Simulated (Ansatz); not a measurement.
Computed with Ansatz on PBE0-D4/def2-TZVP structures; ΔE is electronic, products minus reactants. CCSD(T)/CBS adds triple-zeta CCSD(T) − MP2 to the extrapolated MP2 energy (def2 sets, frozen cores). This one scheme is used for every species. DFT in def2-TZVPP. HSE06 is defined as in plane-wave codes. One conformer a species, not always the lowest.

`FC(F)C(F)(F)C(F)C(F)(F)F` → `F[C]F` + `FC(F)C(F)C(F)(F)F`  (formal loss of a carbene)

`FC(F)C(F)(F)C(F)C(F)(F)F`:

```xyz
14

F     1.814   -1.284    0.150
C     1.643    0.042    0.336
F     2.560    0.474    1.213
C     0.246    0.283    0.932
F     0.053    1.613    0.998
F     0.229   -0.203    2.187
C    -0.911   -0.393    0.185
F    -2.060   -0.119    0.860
C    -1.111    0.039   -1.268
F    -1.345    1.338   -1.388
F    -2.141   -0.620   -1.788
F    -0.023   -0.259   -1.990
H     1.779    0.564   -0.614
H    -0.734   -1.472    0.187
```

`F[C]F`:

```xyz
3

F     0.928   -0.270   -0.435
C    -0.269    0.226   -0.394
F    -0.659    0.045    0.829
```

`FC(F)C(F)C(F)(F)F`:

Cartesian coordinates in Å:
```
F -0.383 2.332 0.464
C -0.466 1.000 0.676
F 0.049 0.740 1.891
C 0.329 0.291 -0.411
F 1.653 0.575 -0.285
C 0.146 -1.224 -0.396
F 0.787 -1.775 -1.424
F -1.158 -1.510 -0.517
F 0.594 -1.784 0.719
H -1.520 0.707 0.664
H -0.030 0.649 -1.381
```

```csv
level,ΔE (kcal/mol)
HSE06-D4,59.7
MP2/def2-TZVPP,59.2
```

What does CCSD(T)/CBS give? (Estimate.)

Computed: +56.1 kcal/mol. The listed levels differ from it by 3.6, 3.1 kcal/mol.

Largest T1 diagnostic among the species: 0.017.

From PBE to PBE0 (25 % exact exchange), in def2-TZVPP and without D4, ΔE moves by +3.5 kcal/mol. At CCSD(T), def2-SVP lies +2.1 kcal/mol from the extrapolated value and def2-TZVPP −1.1 kcal/mol. In def2-TZVPP, CCSD(T) changes the Hartree–Fock value by +8.3 kcal/mol (the triples alone add +0.3 kcal/mol) and MP2 by +12.4 kcal/mol.

CCSD(T)/CBS has its own doubt, a few kJ/mol and more with outer-core shells, so smaller differences from it don't rank the levels.
